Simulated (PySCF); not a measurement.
# Computed vibrations of Pb(NH2)2

Pb(NH2)2 (singlet). PySCF 2.14.0, RKS PBE0, Pb def2-SVP with ECP60, N def2-SVP, H def2-SVP; non-relativistic Hamiltonian with scalar-relativistic core potentials where named; density fitting; no spin-orbit coupling. Central differences of gradients.

```xyz
7

Pb    0.0000    0.0000   -0.2030
N     1.5347    0.2267    1.2692
H     1.3764    0.2946    2.2701
H     2.4815    0.5100    1.0380
N    -1.5347   -0.2267    1.2692
H    -1.3764   -0.2946    2.2701
H    -2.4815   -0.5100    1.0380
```

Run from Python with OMP_NUM_THREADS=2. Where DIIS fails, smearing, a level shift and second-order steps follow.
It took 64 s on 2 threads of Arm Neoverse V1, with other jobs on the host.

Task: What are the harmonic wavenumbers and infrared intensities?

Result: Modes are labelled in C2; negative numbers are unstable modes, those under 60 cm⁻¹ near the noise; a finer grid moves soft modes by up to 10 cm⁻¹.
| cm⁻¹ | km/mol | symmetry |
| --- | --- | --- |
| 73 | 1.6 | a |
| 168 | 0.6 | a |
| 193 | 429.2 | b |
| 308 | 4.3 | a |
| 396 | 6.0 | b |
| 537 | 83.2 | b |
| 546 | 51.5 | a |
| 559 | 20.9 | b |
| 663 | 46.8 | a |
| 1489 | 6.9 | b |
| 1507 | 1.6 | a |
| 3579 | 3.1 | a |
| 3581 | 10.9 | b |
| 3700 | 12.1 | a |
| 3702 | 11.6 | b |

Task: Is this a minimum?

Result: Yes. Ideal gas at 298.15 K and 1 bar: S = 331.5 J/(mol K), Cp = 89.0 J/(mol K), H − H(0 K) = 18.9 kJ/mol (rigid rotor, harmonic modes, spin degeneracy alone).
